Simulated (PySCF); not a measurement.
C8H6S2, SMILES c1ccsc1-c1cccs1, GFN2-xTB optimised geometry. Atoms within 1.6 Å of the plane z = 0.0 Å (x, y, z in Å): C1 (-0.32, -2.99, 0.00), C2 (1.04, -2.99, 0.00), S3 (1.69, -1.40, 0.00), C4 (0.09, -0.71, 0.00), C5 (-0.09, 0.71, 0.00), C6 (0.86, 1.69, 0.00), C7 (0.31, 2.99, 0.00), C8 (-1.04, 2.99, 0.00), S9 (-1.69, 1.40, 0.00), C10 (-0.86, -1.69, 0.00), H11 (-0.91, -3.89, 0.00), H12 (1.71, -3.83, 0.00), H13 (1.91, 1.48, 0.00), H14 (0.91, 3.89, 0.00), H15 (-1.71, 3.82, 0.00), H16 (-1.91, -1.48, 0.00).

Method: CAM-B3LYP/def2-TZVP run with PySCF 2.14.0. Cells within 0.4 Å of a nucleus heavier than hydrogen are left out (blank, or x).

Map of the electron localisation function on the plane z = 0.0 Å:

```
|0000000000000000000000000|
|0000000000000000000000000|
|0000000487000698100000000|
|0000003999401999800000000|
|0000004999713999800000000|
|0000001899565998200000000|
|0000000153x8xx52000000000|
|0000000158564883231000000|
|00000256357025x8998000000|
|00000588xx4463x9999000000|
|000005890186x958993000000|
|000003787563x410000000000|
|0000001110179710111000000|
|000000000014x365787300000|
|000000399859x681098500000|
|0000009999x3644xx88500000|
|0000008998x52074365200000|
|0000001323884658510000000|
|00000000025xx8x3500000000|
|0000000028995659970000000|
|0000000089993179994000000|
|0000000089991049993000000|
|0000000018960007840000000|
|0000000000000000000000000|
|0000000000000000000000000|
```
Scale: ten equal steps from 0.000 (start of '0') to 1.000 (end of '9'), in the order '0123456789'; x runs from -6.00 to 6.00, y from -6.00 (bottom) to 6.00 (top).
